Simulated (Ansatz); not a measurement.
`BN(C)[SiH2]Cl` + H₂Se → `Cl[SiH2][SeH]` + `BNC` at 298.15 K and 1 bar (ligand exchange at the Si–N bond).

Gas-phase electronic energies from Ansatz, PBE0-D4/def2-TZVP geometries. CCSD(T)/CBS adds triple-zeta CCSD(T) − MP2 to the extrapolated MP2 energy (def2 sets, frozen cores). For Se outer-core shells are correlated without core-valence functions, which leaves a few kJ/mol of doubt a bond. Scalar relativity is left out up to krypton. One conformer a species, not always the lowest.

```csv
species,CCSD(T)/CBS energy (Eh),H − E (kJ/mol),S (J/(mol·K))
`BN(C)[SiH2]Cl`,-870.71740,247.1,353.6
H₂Se,-2401.89790,45.8,219.1
`Cl[SiH2][SeH]`,-3151.43476,86.9,325.8
`BNC`,-121.18426,215.2,268.0
```

H − E and S are ideal-gas, rigid-rotor, harmonic terms from PBE0-D4/def2-TZVP, for one conformer and one mirror image of each species. 1 Eh = 2625.50 kJ/mol, R = 8.31446 J/(mol·K).

Question: By hand: ΔE, ΔH, ΔS and ΔG.

Answer: ΔE = (-3151.43476) + (-121.18426) − (-870.71740) − (-2401.89790) = -0.00372 Eh = -9.8 kJ/mol. Δ(H − E) = 86.9 + 215.2 − 247.1 − 45.8 = 9.2, so ΔH = -0.6 kJ/mol. ΔS = 325.8 + 268.0 − 353.6 − 219.1 = 21.1 J/(mol·K). ΔG = -0.6 − 298.15 × (21.1)/1000 = -6.9 kJ/mol.

Question: By hand: the equilibrium constant, and the temperature at which ΔG would vanish if ΔH and ΔS stayed fixed.

Answer: log₁₀ K = −ΔG/(RT ln 10) = 1.2. ΔH and −TΔS have one sign here, so there is no such temperature. One of them is within its doubt of zero, so this could turn.

TΔS isn't small against ΔH here. A doubt of 5 kJ/mol in ΔE shifts log₁₀ K by 0.9 here. Other conformers and mirror images would add mixing entropy, several J/(mol·K) or more a flexible species. Modes under 60 cm⁻¹, often nearly free rotors, make the harmonic entropy too high. These are equilibria of isolated gas molecules and say nothing of rates. Largest T1 diagnostic: 0.012 (customary marks: 0.02 for closed shells, 0.045 for open ones).
